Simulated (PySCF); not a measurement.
SMILES C[Si]([S][Al]([OH])[OH])(C)C (C₃H₁₁AlO₂SSi) (GFN2-xTB optimised geometry):

```
19

Si    -0.270    -0.692     0.000
C     -0.944    -1.686     1.475
C     -0.953     1.089     0.000
C      1.635    -0.692     0.000
S     -1.076    -1.730    -1.747
Al    -0.600    -0.249    -3.293
O      0.865     0.504    -3.190
O     -1.672     0.026    -4.514
H     -2.028    -1.739     1.455
H     -0.648    -1.234     2.416
H     -0.569    -2.704     1.461
H     -2.028     1.097     0.161
H     -0.497     1.705     0.769
H     -0.762     1.558    -0.965
H      2.028    -1.705     0.008
H      2.020    -0.197    -0.886
H      2.027    -0.176     0.871
H      1.625     0.986    -3.480
H     -2.475    -0.017    -5.011
```

Level of theory: PySCF with B3LYP/def2-SVP.

Q: What are the frontier orbital energies and the dipole moment?

A: HOMO-2 -8.03 eV, HOMO-1 -7.54 eV, HOMO -6.42 eV, LUMO -0.19 eV, LUMO+1 0.57 eV; dipole moment 2.01 D.

On the same geometry PBE/def2-SVP run with PySCF gives HOMO-2 -6.86 eV, HOMO-1 -6.55 eV, HOMO -5.49 eV, LUMO -0.78 eV, LUMO+1 -0.06 eV; dipole moment 2.01 D.

Meta-Löwdin charges at B3LYP/def2-SVP: Si1 0.88, C2 -0.53, C3 -0.53, C4 -0.54, S5 -0.48, Al6 1.00, O7 -0.73, O8 -0.72, H9 0.11, H10 0.10, H11 0.11, H12 0.11, H13 0.11, H14 0.10, H15 0.11, H16 0.12, H17 0.10, H18 0.34, H19 0.34.
